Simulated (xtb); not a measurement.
Ag (SMILES [Ag+]), charge +1, singlet (GFN-xTB shapes and energies of metal compounds can be far from the true ones). Base run: xtb with GFN2-xTB.

Geometry (Å):
```xyz
1

Ag     0.0000     0.0000     0.0000
```
Charge +1, spin multiplicity 1.
All else is at xtb's defaults.
Base energy -3.38612 Eh.

Variants of this job, named by their change:

```
change               ΔE vs base (mEh)  G_solv (kcal/mol)  SCF cycles
-------------------  ----------------  -----------------  ----------
base                            0.000                  -          45
etemp = 1000                    0.000                  -          45
acc = 1000                      0.000                  -          14
acc = 0.0001                    0.000                  -          86
alpb = ch2cl2                 -94.880             -59.54          45
gbsa = acetonitrile            -100.9             -63.33          45
alpb = dmso                   -89.835             -56.37          45
```

ALPB and GBSA are two models with their own fitted parameters for each solvent, which aren't always the measured dielectric constant.
